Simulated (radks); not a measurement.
All-electron atom: Si in [Ne] 3s2 3p2.

Calculated with a radial shooting solver on a logarithmic mesh with Libxc functionals: non-relativistic Kohn-Sham, PBE, spin-polarised, spherical densities, point nucleus; open shells are filled with parallel spins first.

Energy parts (hartree):
total: -289.23200
kinetic: 288.80504
electron-nucleus: -689.43038
Hartree: 132.02697
exchange-correlation: -20.63364

Orbitals (lengths in bohr, moments of r in powers of bohr; r(90%) holds 90 % of the orbital's charge):
1s up: occ. 1; eigenvalue (hartree) -65.44967; <r^4> 0.0007275; <1/r> 13.57; r(90%) 0.199; <r> 0.1117
1s down: occ. 1; eigenvalue (hartree) -65.44441; <r^4> 0.0007273; <1/r> 13.57; r(90%) 0.199; <r> 0.1116
2s up: occ. 1; eigenvalue (hartree) -5.09545; <r^4> 0.2796; <1/r> 2.567; r(90%) 0.898; <r> 0.5699
2s down: occ. 1; eigenvalue (hartree) -5.08959; <r^4> 0.2789; <1/r> 2.567; r(90%) 0.898; <r> 0.5699
2p up: occ. 3; eigenvalue (hartree) -3.50688; <r^4> 0.2997; <1/r> 2.457; r(90%) 0.904; <r> 0.5382
2p down: occ. 3; eigenvalue (hartree) -3.49911; <r^4> 0.2979; <1/r> 2.456; r(90%) 0.904; <r> 0.5381
3s up: occ. 1; eigenvalue (hartree) -0.41640; <r^4> 50.82; <1/r> 0.6233; r(90%) 3.30; <r> 2.168
3s down: occ. 1; eigenvalue (hartree) -0.35462; <r^4> 52.99; <1/r> 0.6295; r(90%) 3.33; <r> 2.168
3p up: occ. 2; eigenvalue (hartree) -0.17015; <r^4> 155.6; <1/r> 0.4889; r(90%) 4.33; <r> 2.745
3p down: occ. 0; eigenvalue (hartree) -0.11033; <r^4> 203.6; <1/r> 0.4762; r(90%) 4.61; <r> 2.866

The highest occupied level is 3p up at -4.630 eV. Spin moment in Bohr magnetons: 2. The spin density at the nucleus is -0.2119 e/bohr^3 (1s -0.0875, 2s 0.0517, 3s -0.1761), a Fermi contact field of -11.1 T. Virial ratio -V/T = 2.00148. Summed over all electrons, <r^2> = 32.00 bohr^2, which gives a Langevin (diamagnetic) susceptibility term of -25.3 x 10^-6 cm^3/mol. The density falls to 0.001 e/bohr^3 at r = 4.41 bohr. The electron density at the nucleus is 1770 e/bohr^3.
